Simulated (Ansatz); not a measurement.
C2H3F3GeO2 (`CC(=O)[O][Ge]([F])([F])[F]`). Charge 0, multiplicity 1.

| atom | x (Å) | y (Å) | z (Å) |
| --- | --- | --- | --- |
| C1 | 0.4021 | 1.9607 | -0.0315 |
| C2 | 0.2216 | 0.4932 | -0.0609 |
| O3 | 1.0441 | -0.3242 | -0.4866 |
| O4 | -0.8917 | -0.0181 | 0.3947 |
| Ge5 | -0.4399 | -1.7856 | 0.0616 |
| F6 | -0.4481 | -2.3114 | -1.5584 |
| F7 | 0.7212 | -2.5104 | 1.0751 |
| F8 | -1.8910 | -2.4750 | 0.6541 |
| H9 | -0.3970 | 2.4290 | -0.6094 |
| H10 | 1.3732 | 2.2308 | -0.4365 |
| H11 | 0.3054 | 2.3111 | 0.9979 |

**Question.** What are the harmonic wavenumbers in cm⁻¹ at PBE0-D4/def2-TZVP (Ansatz, finite differences of forces, unscaled)? (An estimate is asked.)

**Answer.** Ansatz gave: 60, 90, 125, 129, 148, 232, 257, 278, 283, 374, 532, 632, 730, 742, 766, 782, 1007, 1025, 1073, 1371, 1447, 1463, 1463, 1700, 3078, 3148, 3201.

**Question.** Is this a minimum?

**Answer.** Yes, all 27 modes are real.

**Question.** Give the ideal-gas thermochemistry at 298.15 K and 1 bar (rigid rotor, harmonic oscillator; point group Cs, symmetry number 1).

**Answer.** Zero-point energy 156.3 kJ/mol; H(298) − E = 183.7 kJ/mol; entropy 407.0 J/(mol·K), of which translation 174.2, rotation 120.8, vibration 111.9; G(298) − E = 62.3 kJ/mol. Modes under 100 cm⁻¹ are hindered rotations or soft bends, so the harmonic entropy is rough.

**Question.** Rotational constants (cm⁻¹)?

**Answer.** 0.09535, 0.03809, 0.03682.
